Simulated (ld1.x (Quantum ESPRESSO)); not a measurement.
# Reading a pseudo-wave (Ba (Z = 56))

Columns: radius, all-electron u(r) and pseudo u(r) of the 5p shell (level -18.74 eV) of barium in the configuration [Kr] 4d10 5s2 5p6 5d0 6s2 6p0; PBE, scalar-relativistic, TM semilocal scheme, ld1.x (Quantum ESPRESSO) 7.5.

| r (bohr) | all-electron | pseudo |
| --- | --- | --- |
| 0.210 | -0.2799 | -0.0323 |
| 0.420 | 0.2585 | -0.1238 |
| 0.630 | 0.3910 | -0.2590 |
| 0.840 | 0.0361 | -0.4152 |
| 1.050 | -0.3697 | -0.5663 |
| 1.260 | -0.6533 | -0.6889 |
| 1.470 | -0.7990 | -0.7666 |
| 1.680 | -0.8373 | -0.7931 |
| 1.890 | -0.8055 | -0.7727 |
| 2.100 | -0.7344 | -0.7164 |
| 2.310 | -0.6460 | -0.6385 |
| 2.520 | -0.5542 | -0.5520 |
| 2.730 | -0.4672 | -0.4667 |
| 2.940 | -0.3887 | -0.3887 |
| 3.150 | -0.3204 | -0.3204 |
| 3.360 | -0.2622 | -0.2622 |
| 3.570 | -0.2135 | -0.2135 |
| 3.780 | -0.1732 | -0.1732 |
| 3.990 | -0.1401 | -0.1401 |
| 4.200 | -0.1130 | -0.1130 |
| 4.410 | -0.0910 | -0.0910 |
| 4.620 | -0.0730 | -0.0730 |
| 4.830 | -0.0585 | -0.0585 |
| 5.040 | -0.0468 | -0.0468 |
| 5.250 | -0.0374 | -0.0374 |
| 5.460 | -0.0298 | -0.0298 |

**Question.** How many radial nodes do the two functions have?

**Answer.** The all-electron 5p function has n − l − 1 = 3 (the table is too coarse to show those close to the nucleus); the pseudo-wave has 0, since the states of the same l below it are removed with the core.

**Question.** At about which radius was the pseudo-wave matched?

**Answer.** 3.20 bohr. The columns agree to 0.0005 from 2.94 bohr on; several derivatives are matched, so the curves merge somewhat inside the radius.

**Question.** Where does each function peak?

**Answer.** Outermost all-electron maximum near 1.68 bohr, pseudo maximum near 1.68 bohr (to the table’s step).

**Question.** Is the pseudo-wave norm-conserving?

**Answer.** Yes: the TM semilocal scheme keeps the norm inside the radius equal to the all-electron one, which fixes the energy derivative of the logarithmic derivative at the level.
